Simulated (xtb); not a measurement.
AlCl2, charge +2, doublet, at a GFN2-xTB geometry of the parent state (such geometries of metal compounds can be far from the true shape) (a state made from the parent by changing its charge; the spin is typed, not shown lowest); GFN2-xTB in xtb.

Here is a job for xtb.
```
$ xtb mol.xyz --gfn 2 --chrg 2 --uhf 1 --json

# file mol.xyz
3

Al     0.42790656    -0.01574826     0.46996358
Cl     1.19006944     0.33144322    -1.40132717
Cl    -1.51729210    -0.31940043     1.04194326
```

Predict the main parts of the log of this xtb run.


```
   ID    Z sym.   atoms
    1   13 Al     1
    2   17 Cl     2, 3

           -------------------------------------------------
          |                Calculation Setup                |
           -------------------------------------------------

           -------------------------------------------------
          |                 G F N 2 - x T B                 |
           -------------------------------------------------

          ...................................................
          :                      SETUP                      :
          :.................................................:
          :  # basis functions                  30          :
          :  # atomic orbitals                  27          :
          :  # shells                            9          :
          :  # electrons                        15          :
          :  max. iterations                   250          :
          :  Hamiltonian                  GFN2-xTB          :
          :  restarted?                      false          :
          :  GBSA solvation                  false          :
          :  PC potential                    false          :
          :  electronic temp.          300.0000000     K    :
          :  accuracy                    1.0000000          :
          :  -> integral cutoff          0.2500000E+02      :
          :  -> integral neglect         0.1000000E-07      :
          :  -> SCF convergence          0.1000000E-05 Eh   :
          :  -> wf. convergence          0.1000000E-03 e    :
          :  Broyden damping             0.4000000          :
          :  net charge                          2          :
          :  unpaired electrons                  1          :
          ...................................................

 iter      E             dE          RMSdq      gap      omega  full diag
   1     -8.8097966 -0.880980E+01  0.377E+01    2.21       0.0  T
   2     -8.9071881 -0.973915E-01  0.121E+01    3.30       1.0  T
   3     -8.8383956  0.687924E-01  0.163E+01    1.29       1.0  T
   4     -8.9915462 -0.153151E+00  0.732E+00    2.06       1.0  T
   5     -9.0084583 -0.169121E-01  0.163E+00    2.39       1.0  T
   6     -9.0091532 -0.694924E-03  0.466E-01    2.45       1.0  T
   7     -9.0092663 -0.113125E-03  0.289E-01    2.44       1.0  T
   8     -9.0090893  0.177042E-03  0.315E-01    2.45       1.0  T
   9     -9.0092301 -0.140846E-03  0.171E-01    2.45       1.0  T
[...]
         :: total energy              -8.988864965102 Eh    ::
[...]
        16                         -0.4605301             -12.5317
        17                         -0.4576825             -12.4542
        18                         -0.4559843             -12.4080
        19                         -0.4558117             -12.4033
       ...                                ...                  ...
        27                          0.4688739              12.7587
      -------------------------------------------------------------
                  HL-Gap            0.0902525 Eh            2.4559 eV
             Fermi-level           -0.9143089 Eh          -24.8796 eV

     #   Z          covCN         q      C6AA      α(0)
     1  13 Al       1.537     0.754   181.047    33.132
     2  17 Cl       0.769     0.623    82.289    13.876
     3  17 Cl       0.769     0.623    82.289    13.876

 Mol. C6AA /au·bohr⁶  :        953.585026
 Mol. C8AA /au·bohr⁸  :      59123.059214
 Mol. α(0) /au        :         60.885079

Wiberg/Mayer (AO) data.
largest (>0.10) Wiberg bond orders for each atom

 ---------------------------------------------------------------------------
     #   Z sym  total        # sym  WBO       # sym  WBO       # sym  WBO
 ---------------------------------------------------------------------------
     1  13 Al   3.157 --     2 Cl   1.578     3 Cl   1.578
     2  17 Cl   1.918 --     1 Al   1.578     3 Cl   0.340
     3  17 Cl   1.918 --     1 Al   1.578     2 Cl   0.340
 ---------------------------------------------------------------------------

Topologies differ in total number of bonds
Writing topology from bond orders to xtbtopo.mol

molecular dipole:
                 x           y           z       tot (Debye)
 q only:        0.224      -0.008       0.246
   full:        0.332      -0.012       0.365       1.254
molecular quadrupole (traceless):
                xx          xy          yy          xz          yz          zz
 q only:        4.841       2.907      -7.602     -10.032      -2.691       2.760
  q+dip:        7.469       4.360     -11.932     -14.425      -4.084       4.463
   full:        5.951       3.455      -9.539     -11.335      -3.244       3.587

           -------------------------------------------------
          | TOTAL ENERGY               -8.988864965102 Eh   |
          | GRADIENT NORM               0.047810892477 Eh/α |
          | HOMO-LUMO GAP               2.455895815233 eV   |
           -------------------------------------------------

normal termination of xtb
```
